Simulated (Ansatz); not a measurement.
Reaction (isomerisation): `c1ccc(C2CC2)cc1` → `c1ccc2c(c1)CCC2`

Program: Ansatz. Geometries: PBE0-D4/def2-TZVP. ΔE: electronic, gas phase. CCSD(T)/CBS is the MP2 limit (def2-TZVPP, def2-QZVPP) plus CCSD(T) − MP2 in def2-TZVPP, frozen cores. DFT in def2-TZVPP. One conformer a species, not always the lowest.

```csv
level,ΔE (kJ/mol)
PBE-D4,-95.2
PBE-QIDH,-103.4
```

(1) What does CCSD(T)/CBS give? (An estimate is asked.)

Largest T1 diagnostic among the species: 0.010.

Results:

(1) The calculation gave: -100.6 kJ/mol. The listed levels differ from it by 5.4, -2.8 kJ/mol.

From BLYP to BHLYP (50 % exact exchange), in def2-TZVPP and without D4, ΔE moves by −11.5 kJ/mol. The D4 term adds −4.6 kJ/mol with B3LYP and −2.4 kJ/mol with PBE0; it sums over pairs of atoms, weighted by their polarisabilities, and B3LYP, whose exchange is more repulsive, gets the larger term. At CCSD(T), def2-SVP lies −3.4 kJ/mol from the extrapolated value and def2-TZVPP +0.1 kJ/mol.

CCSD(T)/CBS has its own doubt, a few kJ/mol and more with outer-core shells, so smaller differences from it don't rank the levels.

B3LYP here is the variant with VWN-RPA as its local correlation; programs differ in this.
